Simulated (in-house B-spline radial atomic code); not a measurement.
Results of a calculation; reference values are marked as such.
# Building a PAW p channel for Sb, r_c = 3.02 bohr

Sb, [Kr] 4d10 5s2 5p3, non-relativistic LDA (VWN5), spherical and spin-unpolarised, from a B-spline radial code for spherical atoms (atomic units; all potentials screened as in the neutral atom).

Two all-electron partial waves φ1, φ2 are integrated outwards at E1 = ε(5p) = -0.185622 and E2 = E1 + 0.5 hartree; φ1 is the bound orbital and φ2 has unit norm inside r_c = 3.0217 bohr. Smooth partners are polynomials, r^2(a0 + a1 r² + a2 r⁴ + a3 r⁶), matched to φ and three derivatives at r_c, with no condition on the norm. The local potential is -2.72549 + (0.667851) r² + (-0.0689329) r⁴ + (0.00262688) r⁶ inside 2.5817 bohr and the all-electron one outside.

```json
{"wave": "1", "φ(r_c)": "0.5783824", "φ'(r_c)": "-0.1633422", "a0": "0.3002372", "a1": "-0.04883673", "a2": "0.003256874", "a3": "-8.210841e-05"}
{"wave": "2", "φ(r_c)": "0.00766335", "φ'(r_c)": "1.210992", "a0": "-0.6360062", "a1": "0.1380684", "a2": "-0.009719904", "a3": "0.0002450338"}
```

Inside r_c the overlaps are <φi φj> = [[0.60234, -0.70167], [-0.70167, 1.00000]] and, for the smooth waves, [[0.62639, -0.73831], [-0.73831, 1.05950]]. With χj = (Ej − T − V_local) applied to smooth wave j, the program's quadrature gives the matrix B_ij = <smooth i, χj> as [[0.13039, -0.25852], [-0.24020, 0.49569]].

**Question.** Check the match of the first wave, and find the augmentation charges q_ij.

**Answer.** At r_c the four terms are 2.74137, -4.07148, 2.47919, -0.57069, which sum to 0.5784, φ1(r_c) to rounding. q_ij is the all-electron overlap less the smooth one: [[-0.02404, 0.03664], [0.03664, -0.05950]]. The smooth first wave has a norm of 0.6264 inside r_c against 0.6023, so q11 is negative and must stay small enough for the overlap operator to be positive.

**Question.** B isn't symmetric. Show that D_ij = B_ij + Ej q_ij is.

**Answer.** Integrating by parts gives B12 − B21 = (E1 − E2) q12: -0.25852 − (-0.24020) = -0.01832, and −0.5 × (0.03664) = -0.01832. So D12 = -0.25852 + (0.314378)(0.03664) = -0.24700 and D21 = -0.24020 + (-0.185622)(0.03664) = -0.24700; D11 = 0.13485, D22 = 0.47698. The projectors, p = (B⁻¹)ᵀ χ, are dual to the smooth waves; det B = 0.0025.

Solving (T + V_local + Σ p D p) ψ = E (1 + Σ p q p) ψ in a sphere of 9 bohr, whose wall lifts the free-atom level a little, gives these levels:

| all-electron | one projector | two projectors |
| --- | --- | --- |
| -0.185252 | -0.185252 | -0.185252 |
| 0.107889 | 0.107210 | 0.107887 |
| 0.453115 | 0.447125 | 0.453107 |
| 0.959251 | 0.928710 | 0.958516 |
| 1.614950 | 1.505800 | 1.605720 |

**Question.** What does the second projector gain?

**Answer.** With one projector the errors are 0.00, -0.68, -5.99, -30.54, -109.15 millihartree. With two the errors are 0.00, 0.00, -0.01, -0.73, -9.23 millihartree. The scattering is exact at E1 and at E2 = 0.314, and over all levels compared the largest error is 9.2 millihartree. The lowest eigenvalue of the overlap operator is 0.8661 with one and 0.9115 with two projectors. The smooth orbital alone needs a cutoff of 2.33 hartree for 1 millihartree of kinetic energy, against 4.26 for a norm-conserving Troullier-Martins orbital of the same radius; part of the gain comes from giving up the norm, part from the simpler form.
